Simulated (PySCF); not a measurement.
Isomers of C6H8NOP, mass 141.034 u with the commonest isotopes. Method: PBE0/pcSseg-1 in PySCF (dipole) on a GFN2-xTB geometry, gas phase. One conformer each, none proved a minimum here; rigid rotors.

Question: Order these by radius of gyration √(Σ m r²/M), largest first.
A. `[CH3:1][O:2][c:3]1[n:4][c:5]([CH3:6])[cH:7][cH:8][p:9]1` with C1–O2–C3–N4 0°
B. `[CH3:1][P@@H:2](=[O:3])[c:4]1[cH:5][cH:6][cH:7][cH:8][n:9]1` with C1–P2–C4–C5 -128°
C. `[CH3:1][O:2][c:3]1[cH:4][n:5][c:6]([CH3:7])[p:8][cH:9]1` with C1–O2–C3–C4 0°
D. `[CH3:1][C:2](=[O:3])[c:4]1[p:5][cH:6][cH:7][n:8]1[CH3:9]` with C1–C2–C4–P5 0°

Answer: C (2.231 Å), B (2.168 Å), A (2.115 Å), D (2.046 Å).

Question: Order these by rotational constant C, smallest first.
A. `[CH3:1][O:2][c:3]1[cH:4][n:5][c:6]([CH3:7])[p:8][cH:9]1` with C1–O2–C3–C4 0°
B. `[CH3:1][C:2](=[O:3])[c:4]1[p:5][cH:6][cH:7][n:8]1[CH3:9]` with C1–C2–C4–P5 0°
C. `[CH3:1][O:2][c:3]1[n:4][c:5]([CH3:6])[cH:7][cH:8][p:9]1` with C1–O2–C3–N4 0°
D. `[CH3:1][P@@H:2](=[O:3])[c:4]1[cH:5][cH:6][cH:7][cH:8][n:9]1` with C1–P2–C4–C5 -128°

Answer: A (723.0 MHz), D (786.8 MHz), C (804.9 MHz), B (860.9 MHz).

Question: Order these by rotational constant A, largest first.
A. `[CH3:1][P@@H:2](=[O:3])[c:4]1[cH:5][cH:6][cH:7][cH:8][n:9]1` with C1–P2–C4–C5 -128°
B. `[CH3:1][O:2][c:3]1[cH:4][n:5][c:6]([CH3:7])[p:8][cH:9]1` with C1–O2–C3–C4 0°
C. `[CH3:1][O:2][c:3]1[n:4][c:5]([CH3:6])[cH:7][cH:8][p:9]1` with C1–O2–C3–N4 0°
D. `[CH3:1][C:2](=[O:3])[c:4]1[p:5][cH:6][cH:7][n:8]1[CH3:9]` with C1–C2–C4–P5 0°

Answer: B (3250 MHz), A (3158 MHz), D (2054 MHz), C (1852 MHz).

| SMILES | point group | Ia (u·Å²) | Ib (u·Å²) | Ic (u·Å²) | κ | μa (D) | μb (D) | μc (D) |
| --- | --- | --- | --- | --- | --- | --- | --- | --- |
| CC(=O)c1pccn1C | Cs | 246.00 | 347.29 | 587.03 | 0.00 | 1.98 | 1.39 | 0.00 |
| COc1cnc(C)pc1 | near Cs | 155.48 | 549.91 | 699.04 | -0.84 | 1.96 | 0.65 | 0.01 |
| C[P@@H](=O)c1ccccn1 | C1 | 160.02 | 523.77 | 642.35 | -0.85 | 3.49 | 1.75 | 0.49 |
| COc1nc(C)ccp1 | Cs | 272.90 | 361.28 | 627.88 | 0.13 | 1.62 | 1.70 | 0.00 |
